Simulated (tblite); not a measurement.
All values are computed: GFN2-xTB (tblite) harmonic vibrations without scaling, gas phase. This tight-binding method is rough: wavenumbers can miss measured ones by several per cent, in bad cases by 10 to 20. Modes of hydrogen on silicon can be 10 to 20 % off. One conformer each. Open shells enter through the occupations alone, without spin polarisation, and single modes of such species can be off by tens of per cent. Thermal functions are those of the rigid rotor and harmonic oscillator, without mixing of conformers.

Problem. Order these by their ideal-gas entropy at 500 K and 1 bar, highest first (J/(mol K)).
A. `N#CC1=C[SiH2][C@]1(F)C[SiH3]`
B. `C=CC#C/C=[C]\C1CC1` [radical]
C. `C#CCCC(=C)CC(=O)[O-]`
D. `Cc1nn(C)c(Cl)c1C`

Solution. A (555.5), C (550.4), B (533.0), D (518.2).

| SMILES | atoms | mass (u) | symmetry number | modes under 300 cm⁻¹ | ZPE (kJ/mol) | S translation (J/(mol K)) | S rotation | S vibration | S spin | S | Cp |
| --- | --- | --- | --- | --- | --- | --- | --- | --- | --- | --- | --- |
| N#CC1=C[SiH2][C@]1(F)C[SiH3] | 17 | 157.02 | 1 | 8 | 277.9 | 182.7 | 132.9 | 239.9 | 0.0 | 555.5 | 254.3 |
| C#CCCC(=C)CC(=O)[O-] | 19 | 137.06 | 1 | 8 | 380.2 | 181.0 | 132.8 | 236.7 | 0.0 | 550.4 | 248.3 |
| C=CC#C/C=[C]\C1CC1 | 18 | 117.07 | 1 | 7 | 369.2 | 179.0 | 130.2 | 218.0 | 5.8 | 533.0 | 230.2 |
| Cc1nn(C)c(Cl)c1C | 18 | 144.05 | 1 | 9 | 371.4 | 181.6 | 129.8 | 206.8 | 0.0 | 518.2 | 224.5 |

Entropies and Cp are for 500 K and 1 bar.
